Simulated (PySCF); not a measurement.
# Dipole response of Sc (scandium, neutral)

[Ar] 3d1 4s2, 2D determinant. Computed with PySCF 2.14 in aug-cc-pVTZ with one added diffuse shell each of s, p, d, f, g type (9s8p6d4f3g, 118 functions), with the non-relativistic Hamiltonian (point nucleus). Coupled (time-dependent) response in atomic units; α is the mean over directions.

```
method  mean α (bohr³)         α xx, yy, zz  C₆ (like pair)  S(−4)
  PBE0           130.8  126.6, 126.6, 139.3            1659   9127
```

S(−4) is the Cauchy moment in α(ω) = α(0) + S(−4) ω² + …

Reference α: 97 ± 10 bohr³ (recommended; Schwerdtfeger and Nagle, table of static dipole polarizabilities (2023 update)). Published C₆: 1383 (Chu and Dalgarno (2004); Tang, Norbeck and Certain (1976)).

α(iu) at PBE0:

```
u (hartree)  α(iu) (bohr³)
          0          130.8
     0.0500          112.0
      0.100          79.76
      0.200          39.01
      0.300          22.39
      0.500          10.73
      0.750          6.095
       1.00          4.126
       1.50          2.359
       2.00          1.546
       3.00         0.8093
       5.00         0.3319
```

The components differ because the open shell of this determinant is not spherical; for a pure term their mean is the scalar polarisability.

⟨S²⟩ = 0.87 against 0.75 shows spin contamination.
